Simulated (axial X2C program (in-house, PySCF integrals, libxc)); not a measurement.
Levels of AlRu by electron attachment to AlRu⁺ (EOM-EA-CCSD)

Calculated with an in-house all-electron X2C program for linear molecules (integrals from PySCF): two-component X2C with atomic mean-field Coulomb and Gaunt terms, Gaussian nuclei, basis Ru dyall-acv3z, Al dyall-av3z with contracted cores.

R = 2.089 Å (0.920 times 2.271 Å, the PBE0 minimum at charge 0 for the lowest determinant).

Levels of AlRu obtained by attaching an electron to AlRu⁺:

```csv
Ω,binding energy (eV),above lowest (cm⁻¹),attached spinor,one-particle weight
5/2,6.289,0,96% Ru dδ,0.83
1/2,6.165,1001,"50% Al pσ, 36% Ru sσ, 7% Ru pσ",0.94
1/2,4.797,12028,"53% Al pπ, 36% Ru pπ, 8% Ru dπ",0.95
3/2,4.642,13280,"53% Al pπ, 34% Ru pπ, 10% Ru dπ",0.94
1/2,3.510,22410,"33% Ru pσ, 19% Al pσ, 19% Ru sσ",0.86
```

Problem. What is the splitting of the first π pair in the table, and is it regular or inverted?

Solution. E(3/2) − E(1/2) = 13280 − 12028 = 1252 cm⁻¹ at EOM-EA-CCSD: regular, Ω = 1/2 lower. Splittings at this level can be off by ten to twenty per cent.

This point took 18 s on 1 thread of Arm Neoverse V2, with other jobs on the host.

Reference electrons by ω block (each with its −ω partner): 1/2: 19, 3/2: 8, 5/2: 1. 10 electrons of AlRu⁺ correlated (inner shells frozen), 92 natural virtual spinors (a truncated set); levels can be off by some tenths of an eV. Roots sought by Ω: (1/2: 5, 3/2: 4, 5/2: 2, 7/2: 1); the list ends where they run out and leaves out roots under 60 % one-particle weight. The solver can skip a root, and states that need a further excitation, which the method places far too high, are missing though they may lie low or lowest. T1 of the reference 0.031 (Lee–Taylor). The reference was not checked to be the lowest state of its species. Number of frozen shells: Ru 4 s, 3 p, 1 d; Al 2 s, 1 p. Large amplitudes in the reference (orbital relaxation or multireference character) lower the reliability.
